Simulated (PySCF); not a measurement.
# Fractional electron number in Sm(2+) (samarium, charge +2)

The 4f alpha orbital of [Xe] 4f6 is emptied in steps (occupation f), with all orbitals relaxed, ending at [Xe] 4f5. Calculation: PySCF 2.14, in def2-TZVP with the def2 core potential (28 electrons) (10s7p5d4f1g, 93 functions); a scalar-relativistic core potential. The exact energy is a straight line in f; departures are measured from the line between the end points of the same method.

```csv
f,B3LYP (eV)
1,0.000
0.75,-1.069
0.5,-1.440
0.25,-1.091
0,0.000
```

```tsv
method	E(f=0) − E(f=1) (eV)	−ε at f=1 (eV)	−ε at f=0.5 (eV)
B3LYP	24.378	18.739	24.320
```

Orbital energy along the path (eV):

```json
{"f": "1", "B3LYP": "-18.739"}
{"f": "0.75", "B3LYP": "-21.482"}
{"f": "0.5", "B3LYP": "-24.320"}
{"f": "0.25", "B3LYP": "-27.245"}
{"f": "0", "B3LYP": "-30.249"}
```

Reference removal energy between the ground levels: 23.55 ± 0.08 eV (semi-empirical (NIST evaluation); NIST Atomic Spectra Database, ionization energies). The calculation has no spin-orbit coupling. The determinant left behind need not be the lowest term of the ion.
